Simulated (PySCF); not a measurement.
FK (SMILES [F][K]), singlet, at a GFN2-xTB geometry (such geometries of metal compounds can be far from the true shape), with bond 2-1 at 1.6 times its length; BLYP/STO-3G (PySCF).

Input for PySCF:
```python
from pyscf import gto, scf, dft

mol = gto.M(
    atom='''
K    -0.000000   -0.000000   -0.649928
F     0.000000    0.000000    2.585270
''',
    basis='sto-3g',
    charge=0,
    spin=0,
    verbose=4,
)

mf = dft.RKS(mol)
mf.xc = 'blyp'
mf.level_shift = 0.3
mf.max_cycle = 100
mf.kernel()
mf.analyze()
```

Problem. Predict the main parts of the log of this PySCF run.

Solution. 
```
PySCF version 2.14.0

[INPUT] verbose = 4
[INPUT] num. atoms = 2
[INPUT] num. electrons = 28
[INPUT] charge = 0
[INPUT] spin (= nelec alpha-beta = 2S) = 0
[INPUT] symmetry False subgroup None
[INPUT] Mole.unit = angstrom
[INPUT] Symbol           X                Y                Z      unit          X                Y                Z       unit  Magmom
[...]
nuclear repulsion = 27.9702519188377
number of shells = 10
number of NR pGTOs = 54
number of NR cGTOs = 18
basis = sto-3g
ecp = {}

******** <class 'pyscf.dft.rks.RKS'> ********
method = RKS
initial guess = minao
damping factor = 0
level_shift factor = 0.3
DIIS = <class 'pyscf.scf.diis.CDIIS'>
diis_start_cycle = 1
diis_space = 8
diis_damp = 0
SCF conv_tol = 1e-09
SCF conv_tol_grad = None
SCF max_cycles = 100
direct_scf = True
direct_scf_tol = 1e-13
XC library pyscf.dft.libxc version 7.1.2
    S. Lehtola, C. Steigemann, M. J. T. Oliveira, and M. A. L. Marques,  SoftwareX 7, 1–5 (2018)
XC functionals = blyp
    A. D. Becke,  Phys. Rev. A 38, 3098 (1988)
    C. Lee, W. Yang, and R. G. Parr,  Phys. Rev. B 37, 785 (1988)
    B. Miehlich, A. Savin, H. Stoll, and H. Preuss,  Chem. Phys. Lett. 157, 200 (1989)
radial grids:
    Treutler-Ahlrichs [JCP 102, 346 (1995); DOI:10.1063/1.469408] (M4) radial grids

becke partition: Becke, JCP 88, 2547 (1988); DOI:10.1063/1.454033
pruning grids: <function nwchem_prune>
grids dens level: 3
symmetrized grids: False
atomic radii adjust function: <function treutler_atomic_radii_adjust>
small_rho_cutoff = 0
Set gradient conv threshold to 3.16228e-05
Initial guess from minao.
tot grids = 34304
init E= -691.523402135193
[...]
cycle= 1 E= -691.724298296643  delta_E= -0.201  |g|= 0.267  |ddm|= 1.29
[...]
cycle= 2 E= -680.118648551281  delta_E= 11.6  |g|= 2.03  |ddm|= 6.77
[...]
cycle= 3 E= -680.149324737211  delta_E= -0.0307  |g|= 1.88  |ddm|= 0.182
[...]
cycle= 4 E= -680.127206156353  delta_E= 0.0221  |g|= 1.77  |ddm|= 0.089
[...]
cycle= 5 E= -680.102925750457  delta_E= 0.0243  |g|= 1.68  |ddm|= 0.051
[...]
cycle= 6 E= -681.960970465621  delta_E= -1.86  |g|= 3.86  |ddm|= 1.29
[...]
cycle= 7 E= -685.491157460552  delta_E= -3.53  |g|= 4.72  |ddm|= 1.57
[...]
cycle= 8 E= -686.956866407062  delta_E= -1.47  |g|= 4.41  |ddm|= 0.672
[...]
cycle= 9 E= -685.924535310686  delta_E= 1.03  |g|= 4.62  |ddm|= 0.461
[...]
cycle= 10 E= -691.761790961799  delta_E= -5.84  |g|= 0.393  |ddm|= 5.33
[...]
cycle= 11 E= -691.78473757791  delta_E= -0.0229  |g|= 0.333  |ddm|= 0.425
[...]
cycle= 12 E= -691.828420305106  delta_E= -0.0437  |g|= 0.335  |ddm|= 0.314
[...]
cycle= 13 E= -691.839958447919  delta_E= -0.0115  |g|= 0.336  |ddm|= 0.126
[...]
cycle= 14 E= -691.831368614698  delta_E= 0.00859  |g|= 0.339  |ddm|= 0.0844
[...]
cycle= 15 E= -691.809670548319  delta_E= 0.0217  |g|= 0.344  |ddm|= 0.13
[...]
cycle= 16 E= -691.803952858744  delta_E= 0.00572  |g|= 0.342  |ddm|= 0.0426
[...]
cycle= 17 E= -691.787365409095  delta_E= 0.0166  |g|= 0.341  |ddm|= 0.0965
[...]
cycle= 18 E= -691.931025536736  delta_E= -0.144  |g|= 0.265  |ddm|= 0.835
[...]
cycle= 19 E= -691.988516114694  delta_E= -0.0575  |g|= 0.0571  |ddm|= 0.638
[...]
cycle= 20 E= -691.985572179252  delta_E= 0.00294  |g|= 0.111  |ddm|= 0.371
[...]
cycle= 21 E= -691.989552837132  delta_E= -0.00398  |g|= 0.0699  |ddm|= 0.109
[...]
cycle= 22 E= -691.991978768318  delta_E= -0.00243  |g|= 0.0209  |ddm|= 0.104
[...]
cycle= 23 E= -691.992238144163  delta_E= -0.000259  |g|= 0.00399  |ddm|= 0.0504
[...]
cycle= 24 E= -691.992232450897  delta_E= 5.69e-06  |g|= 0.00732  |ddm|= 0.0243
[...]
cycle= 25 E= -691.992248755163  delta_E= -1.63e-05  |g|= 0.00593  |ddm|= 0.00949
[...]
cycle= 26 E= -691.992265131032  delta_E= -1.64e-05  |g|= 0.00323  |ddm|= 0.00805
[...]
cycle= 27 E= -691.992268894042  delta_E= -3.76e-06  |g|= 0.00245  |ddm|= 0.00427
[...]
cycle= 28 E= -691.992270890734  delta_E= -2e-06  |g|= 0.00187  |ddm|= 0.00294
[...]
cycle= 29 E= -691.992271926852  delta_E= -1.04e-06  |g|= 0.00146  |ddm|= 0.00203
[...]
cycle= 30 E= -691.992272509065  delta_E= -5.82e-07  |g|= 0.00115  |ddm|= 0.00141
[...]
cycle= 31 E= -691.992272834853  delta_E= -3.26e-07  |g|= 0.000919  |ddm|= 0.00098
[...]
cycle= 32 E= -691.992273023561  delta_E= -1.89e-07  |g|= 0.000746  |ddm|= 0.000685
[...]
cycle= 33 E= -691.992273136972  delta_E= -1.13e-07  |g|= 0.000615  |ddm|= 0.000483
[...]
cycle= 34 E= -691.992273207521  delta_E= -7.05e-08  |g|= 0.000513  |ddm|= 0.000344
[...]
cycle= 35 E= -691.992273253604  delta_E= -4.61e-08  |g|= 0.000432  |ddm|= 0.00025
[...]
cycle= 36 E= -691.992273284616  delta_E= -3.1e-08  |g|= 0.000366  |ddm|= 0.000186
[...]
cycle= 37 E= -691.992273306062  delta_E= -2.14e-08  |g|= 0.000312  |ddm|= 0.000143
[...]
cycle= 38 E= -691.992273321168  delta_E= -1.51e-08  |g|= 0.000268  |ddm|= 0.000112
[...]
cycle= 39 E= -691.992273332032  delta_E= -1.09e-08  |g|= 0.00023  |ddm|= 9.04e-05
[...]
cycle= 40 E= -691.99227333992  delta_E= -7.89e-09  |g|= 0.000199  |ddm|= 7.44e-05
[...]
cycle= 41 E= -691.992273345712  delta_E= -5.79e-09  |g|= 0.000172  |ddm|= 6.24e-05
[...]
cycle= 42 E= -691.992273349952  delta_E= -4.24e-09  |g|= 0.000149  |ddm|= 5.23e-05
[...]
cycle= 43 E= -691.992273353133  delta_E= -3.18e-09  |g|= 0.000129  |ddm|= 4.51e-05
[...]
cycle= 44 E= -691.992273355531  delta_E= -2.4e-09  |g|= 0.000113  |ddm|= 3.92e-05
[...]
cycle= 45 E= -691.992273357338  delta_E= -1.81e-09  |g|= 9.79e-05  |ddm|= 3.41e-05
[...]
cycle= 46 E= -691.992273358703  delta_E= -1.36e-09  |g|= 8.52e-05  |ddm|= 2.96e-05
[...]
cycle= 47 E= -691.992273359733  delta_E= -1.03e-09  |g|= 7.41e-05  |ddm|= 2.58e-05
[...]
cycle= 48 E= -691.99227336051  delta_E= -7.76e-10  |g|= 6.46e-05  |ddm|= 2.23e-05
[...]
cycle= 49 E= -691.992273361098  delta_E= -5.89e-10  |g|= 5.63e-05  |ddm|= 1.95e-05
[...]
cycle= 50 E= -691.99227336155  delta_E= -4.51e-10  |g|= 4.9e-05  |ddm|= 1.72e-05
[...]
cycle= 51 E= -691.99227336189  delta_E= -3.4e-10  |g|= 4.27e-05  |ddm|= 1.49e-05
[...]
cycle= 52 E= -691.992273362149  delta_E= -2.59e-10  |g|= 3.72e-05  |ddm|= 1.3e-05
[...]
cycle= 53 E= -691.992273362344  delta_E= -1.95e-10  |g|= 3.24e-05  |ddm|= 1.13e-05
[...]
cycle= 54 E= -691.992273362493  delta_E= -1.49e-10  |g|= 2.83e-05  |ddm|= 9.84e-06

WARN: HOMO 0.0368622016380946 == LUMO 0.0368622016380969

Extra cycle  E= -691.176689733234  delta_E= 0.816  |g|= 0.56  |ddm|= 3.48
SCF not converged.
SCF energy = -691.176689733234
**** SCF Summaries ****
Total Energy =                        -691.176689733233616
Nuclear Repulsion Energy =              27.970251918837739
One-electron Energy =                -1008.831209968317921
Two-electron Energy =                  289.684268316246516
Two-electron Coulomb Energy =          332.982055985750321
DFT Exchange-Correlation Energy =      -43.297787669503791
HOMO-LUMO gap [eV] =                     0.000000000000062
**** MO energy ****
[...]
 ** Mulliken pop on meta-lowdin orthogonal AOs  **
 ** Mulliken pop  **
[...]
 ** Mulliken atomic charges  **
charge of    0K =     -1.10952
charge of    1F =      1.10952
Dipole moment(X, Y, Z, Debye): -0.00000, -0.00000, 20.00893
```

The run did not converge; its last values are not results.
